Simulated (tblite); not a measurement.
Species: C4H13BrSi2.
Cartesian coordinates in Å at the GFN2-xTB level; atoms count from 1:
```xyz
20
C4H13BrSi2 angstrom
C     -0.9745   -2.3934   -1.1372
Si    -0.9373   -0.5353   -0.7201
Si    -2.4662    0.0147    0.9363
C      0.8592   -0.1102   -0.2101
C      1.0475    1.3715    0.0845
C      2.4760    1.7247    0.4604
Br     2.9842    0.9349    2.1752
H     -0.2750   -2.6483   -1.9284
H     -1.9646   -2.6914   -1.4687
H     -0.7240   -2.9995   -0.2709
H     -1.1683    0.1947   -1.9875
H     -2.5915   -1.0200    1.9663
H     -2.1177    1.2542    1.6399
H     -3.8073    0.2270    0.3852
H      1.1374   -0.6854    0.6757
H      1.5530   -0.4056   -1.0012
H      0.3775    1.6793    0.8909
H      0.7877    1.9578   -0.8019
H      2.6101    2.7998    0.5775
H      3.1889    1.3412   -0.2691
```

All values are computed: GFN2-xTB (tblite) harmonic vibrations without scaling, gas phase. Against measured fundamentals such values can be off by several per cent, at times by over 20. Modes of hydrogen on silicon can be 10 to 20 % off. One conformer, not necessarily the lowest. The optimisation stopped once no atom felt more than 0.01 eV/Å.

Lowest wavenumbers of the output (negative numbers stand for imaginary wavenumbers):
```
mode    cm-1
  1     -44.7
  2      23.7
  3      47.8
  4      88.0
  5     116.9
  6     125.9
  7     141.3
  8     168.4
  9     226.7
 10     246.4
 11     379.5
 12     432.7
 13     443.4
 14     452.2
 15     555.2
```

Problem. Is this structure a minimum?

Solution. Not by this Hessian. 1 mode is imaginary beyond 20i (45i cm⁻¹), so at this level the point lies at or near a first-order saddle. The curvature is small, so loose convergence or finite differences may be the whole cause.

Problem. Which atoms move in the imaginary mode?

Solution. 45i: H12 (Si–H hydrogen) 33 %, H13 (Si–H hydrogen) 33 %, H14 (Si–H hydrogen) 31 %. These are shares of the mass-weighted motion.

Problem. What is the remedy?

Solution. Step along that mode in both directions, optimise again with tighter thresholds and repeat the frequencies. The zero-point energy of this point (95.5 kcal/mol) counts the 53 real modes alone, and thermal corrections from it aren't those of a minimum.
